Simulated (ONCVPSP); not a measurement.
## Cutoff test, thulium (Tm), ONCV

```
Element                 : Tm (Z = 69)
Generator               : ONCVPSP 4.0.1
Type                    : optimised norm-conserving Vanderbilt (ONCV)
Functional              : PBE
Relativity              : scalar-relativistic
Frozen core             : [Kr] 4d10 5s2
Valence charge          : 21
Reference configuration : 4f12 5p6 5d1 6s2
Partial waves           : 6s: rc 3.05 bohr, ncon 4, nbas 8, qcut 2 1/bohr, 1 projector; 5p: rc 2.30 bohr, ncon 4, nbas 8, qcut 7.1 1/bohr, 2 projectors, debl 0.3 Ha; 5d: rc 3.35 bohr, ncon 3, nbas 7, qcut 5.4 1/bohr, 2 projectors, debl 0.45 Ha; 4f: rc 0.90 bohr, ncon 4, nbas 9, qcut 22.1 1/bohr, 2 projectors, debl 3.4 Ha
Local potential         : polynomial inside 0.90 bohr (lpopt 5, dvloc0 6 Ha)
Core correction         : none
```

In the p channel the program set the typed energies aside and used -1.117, 0.250 Ha.

Q: For each optimised wave give the share of its norm inside rc, the residual kinetic energy above qcut (Ha) and the cutoffs (Ha) for errors of 10, 1, 0.1 and 0.01 mHa per electron.

A:

```json
{"wave": "6s", "norm inside rc": "0.331", "residual KE": "1.4e-03", "10 mHa": "1.2", "1 mHa": "2.4", "0.1 mHa": "13.0", "0.01 mHa": "18.3"}
{"wave": "5p", "norm inside rc": "0.937", "residual KE": "6.6e-09", "10 mHa": "6.7", "1 mHa": "8.7", "0.1 mHa": "10.6", "0.01 mHa": "15.8"}
{"wave": "p projector 2", "norm inside rc": "0.146", "residual KE": "2.5e-08", "10 mHa": "6.0", "1 mHa": "8.1", "0.1 mHa": "13.8", "0.01 mHa": "18.4"}
{"wave": "5d", "norm inside rc": "0.703", "residual KE": "1.7e-09", "10 mHa": "5.9", "1 mHa": "7.9", "0.1 mHa": "9.6", "0.01 mHa": "10.9"}
{"wave": "d projector 2", "norm inside rc": "0.267", "residual KE": "8.2e-09", "10 mHa": "6.3", "1 mHa": "8.4", "0.1 mHa": "10.2", "0.01 mHa": "11.5"}
{"wave": "4f", "norm inside rc": "0.726", "residual KE": "2.7e-06", "10 mHa": "158.7", "1 mHa": "182.1", "0.1 mHa": "202.3", "0.01 mHa": "219.0"}
{"wave": "f projector 2", "norm inside rc": "0.042", "residual KE": "5.9e-08", "10 mHa": "139.8", "1 mHa": "170.0", "0.1 mHa": "194.2", "0.01 mHa": "213.4"}
```

The occupied waves need 182 Ha and 202 Ha for 1 and 0.1 mHa. Note: ghosts flagged at negative energy: s at -368.1 eV, s at -46.6 eV; GHOST(+) flagged for p at 110.3 eV, d at 140.4 eV. A true bound ghost makes a file unfit for plane-wave use. 3 of 4 tests not solved or not reliable.
